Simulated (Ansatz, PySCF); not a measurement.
W(O)(F)4 cation (F4OW), SMILES [F][W]([F])([F])([F])=[O] (connectivity only; charge and spin as stated), charge +1, multiplicity 2. Atoms are numbered in the order given.

```xyz
6

W      0.0000     0.0000    -0.1590
O      0.0000     0.0000     1.6791
F     -1.5673    -0.0052    -1.0339
F      1.5673     0.0052    -1.0339
F     -0.0060     1.7841     0.1629
F      0.0060    -1.7841     0.1629
```
Charge +1, spin multiplicity 2.

Coordinates come from a PBE0-D3(BJ)/def2-SVP optimisation. The spin state was assumed, not searched. The isomer is the one that the SMILES or the coordinates give; other isomers of the formula were not compared. The def2 effective core potentials stand for the cores of W; spin–orbit coupling is left out.

Two levels are set side by side: PBE-D3(BJ)/def2-SVP (Ansatz, a program for electronic structure) and PBE0-D3(BJ)/def2-SVP (Ansatz). Each level has its own optimised geometry; the coordinates shown are those of the second. Frequencies come from the Hessian of PySCF at each geometry. Differences are taken from unrounded values.

```csv
quantity,PBE0-D3(BJ),PBE-D3(BJ),PBE-D3(BJ) minus PBE0-D3(BJ)
mean bond length (Å),1.811,1.831,0.020
bond W1–O2 (Å),1.838,1.835,-0.004
bond W1–F3 (Å),1.795,1.817,0.022
bond W1–F4 (Å),1.795,1.817,0.022
bond W1–F5 (Å),1.813,1.843,0.030
bond W1–F6 (Å),1.813,1.843,0.030
highest harmonic wavenumber (cm⁻¹),816,776,-40
mean harmonic wavenumber (cm⁻¹),450,419,-31
zero-point energy (kcal/mol),7.71,7.18,-0.53
```

Exact exchange shortens and stiffens bonds; PBE has none. Differences between two approximate levels are no errors against the true value.
